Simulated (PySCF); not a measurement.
C$_{3}$H$_{5}$O$_{3}$, charge +1, singlet, geometry from GFN2-xTB; DF-WB97X/def2-SV(P) (PySCF).

Here is a job for PySCF.
```python
from pyscf import gto, scf, dft

mol = gto.M(
    atom='''
O     1.95748784   -0.27218951    0.25694050
C     0.71157370   -0.09779135    0.09291878
O    -0.11883146   -1.01392262    0.41561781
C    -1.45568286   -0.56035097    0.12812415
C    -1.22471823    0.85306571   -0.44647811
O     0.21108993    0.98360706   -0.39619007
H     2.54572447    0.46266413   -0.00759398
H    -2.02566280   -0.57340310    1.06081133
H    -1.90571494   -1.26033741   -0.58070798
H    -1.53967103    0.96714092   -1.48661242
H    -1.65968183    1.65443568    0.15576821
''',
    basis='def2-sv(p)',
    charge=1,
    verbose=4,
)

mf = dft.RKS(mol)
mf.xc = 'wb97x'
mf.grids.prune = None
mf = mf.density_fit(auxbasis='def2-universal-jkfit')
mf.kernel()
```

What the program printed (banner, timings and long lists left out):

```
PySCF version 2.14.0

[INPUT] verbose = 4
[INPUT] num. atoms = 11
[INPUT] num. electrons = 46
[INPUT] charge = 1
[INPUT] spin (= nelec alpha-beta = 2S) = 0
[INPUT] symmetry False subgroup None
[INPUT] Mole.unit = angstrom
[INPUT] Symbol           X                Y                Z      unit          X                Y                Z       unit  Magmom
[INPUT]  1 O      1.957487840000  -0.272189510000   0.256940500000 AA    3.699115909766  -0.514363627880   0.485547175309 Bohr   0.0
[INPUT]  2 C      0.711573700000  -0.097791350000   0.092918780000 AA    1.344679410443  -0.184798868851   0.175591046029 Bohr   0.0
[INPUT]  3 O     -0.118831460000  -1.013922620000   0.415617810000 AA   -0.224558914382  -1.916036063301   0.785403833392 Bohr   0.0
[INPUT]  4 C     -1.455682860000  -0.560350970000   0.128124150000 AA   -2.750841929624  -1.058909866934   0.242119553443 Bohr   0.0
[INPUT]  5 C     -1.224718230000   0.853065710000  -0.446478110000 AA   -2.314382034462   1.612060558158  -0.843721348513 Bohr   0.0
[INPUT]  6 O      0.211089930000   0.983607060000  -0.396190070000 AA    0.398902155354   1.858747957589  -0.748690725572 Bohr   0.0
[INPUT]  7 H      2.545724470000   0.462664130000  -0.007593980000 AA    4.810722036904   0.874308493360  -0.014350542395 Bohr   0.0
[INPUT]  8 H     -2.025662800000  -0.573403100000   1.060811330000 AA   -3.827947912720  -1.083574817977   2.004642883536 Bohr   0.0
[INPUT]  9 H     -1.905714940000  -1.260337410000  -0.580707980000 AA   -3.601279308092  -2.381692529444  -1.097379040549 Bohr   0.0
[INPUT] 10 H     -1.539671030000   0.967140920000  -1.486612420000 AA   -2.909556568627   1.827631462660  -2.809290327177 Bohr   0.0
[INPUT] 11 H     -1.659681830000   1.654435680000   0.155768210000 AA   -3.136344112617   3.126430325909   0.294359255814 Bohr   0.0

nuclear repulsion = 258.850414969747
number of shells = 46
number of NR pGTOs = 164
number of NR cGTOs = 94
basis = def2-sv(p)
ecp = {}

******** <class 'pyscf.df.df_jk.DFRKS'> ********
method = DFRKS
initial guess = minao
damping factor = 0
level_shift factor = 0
DIIS = <class 'pyscf.scf.diis.CDIIS'>
diis_start_cycle = 1
diis_space = 8
diis_damp = 0
SCF conv_tol = 1e-09
SCF conv_tol_grad = None
SCF max_cycles = 50
direct_scf = False
XC library pyscf.dft.libxc version 7.1.2
    S. Lehtola, C. Steigemann, M. J. T. Oliveira, and M. A. L. Marques,  SoftwareX 7, 1–5 (2018)
XC functionals = wb97x
    J.-D. Chai and M. Head-Gordon,  J. Chem. Phys. 128, 084106 (2008)
radial grids:
    Treutler-Ahlrichs [JCP 102, 346 (1995); DOI:10.1063/1.469408] (M4) radial grids

becke partition: Becke, JCP 88, 2547 (1988); DOI:10.1063/1.454033
pruning grids: None
grids dens level: 3
symmetrized grids: False
atomic radii adjust function: <function treutler_atomic_radii_adjust>
small_rho_cutoff = 0
Set gradient conv threshold to 3.16228e-05
Initial guess from minao.
tot grids = 211400
******** <class 'pyscf.df.df.DF'> ********
auxbasis = def2-universal-jkfit
Create RSH-DF object <pyscf.df.df.DF object> for omega=0.3
******** <class 'pyscf.df.df.DF'> ********
auxbasis = auxmol.basis = def2-universal-jkfit
init E= -344.083517498232
  HOMO = -0.341210584772325  LUMO = 0.027252716630136  gap/eV = 10.02640
cycle= 1 E= -342.186921502418  delta_E=  1.9  |g|= 0.932  |ddm|= 3.37
  HOMO = -0.65504535059718  LUMO = -0.218837477828935  gap/eV = 11.86982
cycle= 2 E= -342.235244102815  delta_E= -0.0483  |g|= 0.881  |ddm|= 1.25
  HOMO = -0.648863408165558  LUMO = -0.149683515732382  gap/eV = 13.58338
cycle= 3 E= -342.368077722225  delta_E= -0.133  |g|= 0.071  |ddm|= 0.584
  HOMO = -0.635906732360505  LUMO = -0.130119272358034  gap/eV = 13.76318
cycle= 4 E= -342.369041038771  delta_E= -0.000963  |g|= 0.0222  |ddm|= 0.0761
  HOMO = -0.6378448108541  LUMO = -0.132601869226796  gap/eV = 13.74836
cycle= 5 E= -342.36915563802  delta_E= -0.000115  |g|= 0.00797  |ddm|= 0.032
  HOMO = -0.637554696156588  LUMO = -0.132116232351815  gap/eV = 13.75368
cycle= 6 E= -342.369166770197  delta_E= -1.11e-05  |g|= 0.00333  |ddm|= 0.00831
  HOMO = -0.63727667155828  LUMO = -0.131820275367928  gap/eV = 13.75417
cycle= 7 E= -342.369168988116  delta_E= -2.22e-06  |g|= 0.000442  |ddm|= 0.00299
  HOMO = -0.637299934204348  LUMO = -0.131868209360157  gap/eV = 13.75350
cycle= 8 E= -342.369169074426  delta_E= -8.63e-08  |g|= 9.98e-05  |ddm|= 0.00102
  HOMO = -0.637302654994993  LUMO = -0.131869871060543  gap/eV = 13.75353
cycle= 9 E= -342.369169077458  delta_E= -3.03e-09  |g|= 6.43e-05  |ddm|= 0.000177
  HOMO = -0.637298639644466  LUMO = -0.131864904273623  gap/eV = 13.75355
cycle= 10 E= -342.369169078358  delta_E= -9e-10  |g|= 1.25e-05  |ddm|= 6.14e-05
  HOMO = -0.637300394094701  LUMO = -0.131863973781678  gap/eV = 13.75363
Extra cycle  E= -342.369169078388  delta_E= -3e-11  |g|= 1.11e-05  |ddm|= 2.1e-05
converged SCF energy = -342.369169078388
```
